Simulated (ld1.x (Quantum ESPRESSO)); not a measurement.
# BP86 PAW dataset for oxygen (O), non-relativistic all-electron reference.

ld1.x (Quantum ESPRESSO) 7.5 input, shortened:

```
&input
   title='O', zed=8., rel=0, dft='BP', iswitch=3,
   config='[He] 2s2 2p4'
 /
 &inputp
   pseudotype=3, lpaw=.true., tm=.true., lloc=-1, rcloc=1.05,
   nlcc=.true., rcore=0.40,
   which_augfun='PSQ', rmatch_augfun_nc=.true.
 /
4
2S  1  0   2.00   0.00  0.65  0.85  0.0
2S  1  0   0.00   1.95  0.65  0.85  0.0
2P  2  1   4.00   0.00  2.05  2.25  0.0
2P  2  1   0.00   0.60  2.05  2.25  0.0
 &test
   configts(1)='2s2 2p4'
 /
```

All-electron outer shells of the reference configuration (BP86, non-relativistic, ld1.x):

| shell | level (eV) | outermost node (bohr) | outermost maximum (bohr) |
| --- | --- | --- | --- |
| 2s | -24.01 | 0.28 | 0.87 |
| 2p | -9.13 | – | 0.82 |

(1) Is the overlap operator S = 1 + Σ q|β⟩⟨β| positive definite (Bessel basis up to 400 Ry)?

Results:

(1) No: its lowest eigenvalue is -0.910, in the p channel, so the generalised eigenproblem breaks down once the basis is large enough.

Its largest configuration-test error is +87 meV (2s2 2p2). 1 of 7 tests not solved or not reliable. Not counted: 2s2 2p1 (solver errors, printed error -11.9 eV).

The ghost test of this file was not conclusive. Its overlap operator is not positive definite in a basis up to 400 Ry (lowest eigenvalue p -0.91), so the file is unfit for use: the generalised eigenproblem breaks down once the basis is large enough, and its test numbers describe a broken file.
